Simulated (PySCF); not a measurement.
## Bond curve of KN

Set-up: K aug-pcseg-1, N aug-pcseg-1; no relativity (PySCF 2.14). Energies in eV from K + N in their ground configurations at the same level. State: ³Σ⁻ (triplet), unpaired electrons π ↑↑.

All columns are PBE0. A positive dipole means K(−)N(+).

```csv
R (Å),E (eV),μ (D),Mulliken charge on K (basis-dependent),HOMO (eV),LUMO (eV),Mayer bond order,⟨S²⟩
2.197,-0.769,-7.32,0.78,-3.36,-1.12,0.35,2.03
2.300,-0.982,-7.64,0.80,-3.34,-1.19,0.32,2.04
2.402,-1.096,-7.89,0.80,-3.31,-1.26,0.32,2.05
2.478,-1.134,-8.02,0.79,-3.29,-1.31,0.33,2.06
2.555,-1.143,-8.10,0.77,-3.27,-1.35,0.36,2.08
2.632,-1.131,-8.13,0.75,-3.25,-1.40,0.39,2.10
2.734,-1.091,-8.11,0.71,-3.23,-1.45,0.44,2.13
2.862,-1.018,-7.99,0.66,-3.22,-1.50,0.50,2.18
3.015,-0.916,-7.75,0.59,-3.21,-1.56,0.56,2.25
3.219,-0.776,-7.36,0.51,-3.20,-1.62,0.59,2.35
```

A fit through these points gives, at Re = 2.545 Å, μ = -8.09 D and dμ/dR = -0.844 D/Å; the reduced mass is 10.3 u.

Task: How strong is the fundamental in the double-harmonic approximation, I = 42.26·(dμ/dR)²/μred km/mol?

Result: I = 42.26·(-0.844)²/10.3 = 2.92 km/mol at PBE0.

⟨S²⟩ of the unrestricted solution departs from its pure value on part of the curve, where spin states mix. The state is the lowest determinant that a PBE0 search found; another state may lie lower at other levels.
